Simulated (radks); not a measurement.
The gallium ion Ga9+ is in [Ar] 3d4. All-electron calculation, scalar-relativistic Kohn-Sham, PBEsol, spin-polarised, spherical densities, finite nucleus; Fermi nuclear charge, rms radius of each element as measured or else 0.836 A^(1/3) + 0.57 fm. Program: a radial shooting solver on a logarithmic mesh with Libxc functionals. Open shells are filled with parallel spins first. One electron is removed from 2p, 3d, 3p, 3s in turn, with full relaxation. Which removal costs least, and what does each cost?

Answer. 3d 245.38 eV; 3p 318.35 eV; 3s 369.08 eV; 2p 1375.3 eV. The 3d electron leaves first.
